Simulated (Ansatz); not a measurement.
Molecule: SiH5, net charge -1, singlet state. SMILES: [SiH5-]
Geometry: optimised at B3LYP-D3(BJ)/def2-TZVP (Ansatz, a program for electronic structure).

Parts of the frozen-core correlation energy in cc-pV(D+d)Z (Ansatz, hartree). Frozen orbitals: 5; correlated occupied orbitals by spin: 5 and 5; virtual: 38 and 38. Spin-orbit coupling is left out. Non-relativistic.

```
term                            value
-------------------------  ----------
reference (HF)             -291.75394
MP2 opposite-spin                 ___
MP2 same-spin                     ___
CCSD correlation                  ___
(T)                          -0.00309
CCSDT minus CCSD(T)          -0.00068
T1 diagnostic                   0.009
largest doubles amplitude       0.040
```

Question: Some entries are withheld; supply them.

Answer: 
- MP2 opposite-spin, value: -0.13112
- MP2 same-spin, value: -0.01583
- CCSD correlation, value: -0.18442
